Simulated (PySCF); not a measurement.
Species: C₇H₉F.
Structure used (GFN2-xTB), in Å, numbered top down from 1:
```xyz
17
C7H9F angstrom
C     -1.748   -1.571   -0.647
C     -1.162   -0.445   -0.235
C     -1.867    0.875   -0.142
C      0.211   -0.440    0.152
C      1.277    0.186    0.586
C      1.997    1.375    1.046
F      1.184    2.486    1.058
C      1.450   -1.279    0.314
H     -2.782   -1.595   -0.944
H     -1.204   -2.499   -0.698
H     -2.904    0.783   -0.454
H     -1.368    1.610   -0.771
H     -1.833    1.245    0.881
H      2.842    1.607    0.383
H      2.367    1.241    2.072
H      1.527   -1.970    1.147
H      2.004   -1.596   -0.563
```

Method: TDDFT PBE0/def2-SVPD, vertical, gas phase, core orbitals frozen in the response in PySCF 2.14.0, density-fitted response routines.

Transition dipole moments from the ground state, in atomic units and in the frame of the coordinates above (overall signs are arbitrary), for the states with f of 0.002 or more among the lowest 8:

```csv
state,E (hartree),μx,μy,μz
S1,0.1894,1.563,0.886,0.632
S3,0.2235,0.052,0.040,-0.185
S4,0.2392,0.072,0.058,-0.257
S5,0.2432,-0.425,-0.569,-0.245
S8,0.2747,-0.082,-0.034,0.298
```

**Question.** What oscillator strength does each state have?

**Answer.** f = (2/3) ΔE |μ|² with ΔE in hartree (27.2114 eV).

```csv
state,|μ|² (au),|μ| (D),f
S1,3.629,4.84,0.458
S3,0.038,0.50,0.006
S4,0.074,0.69,0.012
S5,0.564,1.91,0.091
S8,0.097,0.79,0.018
```

**Question.** The point group is Cs. Which irreducible representation does each state belong to?

**Answer.** Polarised normal to the mirror plane, so A″: S3, S4 and S8. Polarised in the mirror plane, so A′: S1 and S5.

**Question.** Which bond between heavy atoms lies closest to the direction of the S1 transition dipole?

**Answer.** C4–C5, at 1° from it; next C5–C6 and C2–C4 at 28°.

**Question.** What angle do the transition dipoles of S4 and S8 make?

**Answer.** |cos θ| = |μa·μb| / (|μa| |μb|) = 0.99, so θ ≈ 6° (taken between 0 and 90°, since the signs are arbitrary).

**Question.** What peak molar absorption coefficient would the strongest computed level give as a lone Gaussian band 0.5 eV wide at half height?

**Answer.** ε(max) = 2.175×10⁸ f / FWHM, with the width in cm⁻¹. S1: 2.175×10⁸ × 0.4584 / 4033 ≈ 25000 L mol⁻¹ cm⁻¹.

One conformer stands for the species.
